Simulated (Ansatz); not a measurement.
`C[O][Mg][Cl]` + HBr → `[Cl][Mg][Br]` + CH₃OH at 700 K and 1 bar (ligand exchange at a Mg–O bond).

Isolated molecules relaxed with PBE0-D4/def2-TZVP in Ansatz; ΔE leaves out vibrations. CCSD(T)/CBS is the MP2 limit (def2-TZVPP, def2-QZVPP) plus CCSD(T) − MP2 in def2-TZVPP, frozen cores. This one scheme is used for every species. For Br, Mg outer-core shells are correlated without core-valence functions, which leaves a few kJ/mol of doubt a bond. Scalar relativity is left out up to krypton. Each species was taken in one conformer, which may not be the lowest.

| species | CCSD(T)/CBS energy (Eh) | H − E (kJ/mol) | S (J/(mol·K)) |
| --- | --- | --- | --- |
| `C[O][Mg][Cl]` | -774.81100 | 169.0 | 402.5 |
| HBr | -2573.91920 | 36.5 | 223.7 |
| `[Cl][Mg][Br]` | -3233.14611 | 44.5 | 340.2 |
| CH₃OH | -115.61712 | 170.8 | 288.5 |

H − E and S are ideal-gas, rigid-rotor, harmonic terms from PBE0-D4/def2-TZVP, for one conformer and one mirror image of each species. 1 Eh = 2625.50 kJ/mol, R = 8.31446 J/(mol·K).

Question: By hand: ΔE, ΔH, ΔS and ΔG.

Answer: ΔE = (-3233.14611) + (-115.61712) − (-774.81100) − (-2573.91920) = -0.03303 Eh = -86.7 kJ/mol. Δ(H − E) = 44.5 + 170.8 − 169.0 − 36.5 = 9.8, so ΔH = -76.9 kJ/mol. ΔS = 340.2 + 288.5 − 402.5 − 223.7 = 2.5 J/(mol·K). ΔG = -76.9 − 700 × (2.5)/1000 = -78.7 kJ/mol.

Question: By hand: the equilibrium constant, and the temperature at which ΔG would vanish if ΔH and ΔS stayed fixed.

Answer: log₁₀ K = −ΔG/(RT ln 10) = 5.9. ΔH and −TΔS have one sign here, so there is no such temperature.

The number of gas molecules stays the same, so ΔS is small and ΔH decides. A doubt of 5 kJ/mol in ΔE shifts log₁₀ K by 0.4 here. Other conformers and mirror images would add mixing entropy, several J/(mol·K) or more a flexible species. These are equilibria of isolated gas molecules and say nothing of rates. Largest T1 diagnostic: 0.010 (customary marks: 0.02 for closed shells, 0.045 for open ones).

ΔS is within the doubt of such terms, so its sign, and with it that verdict, could turn.
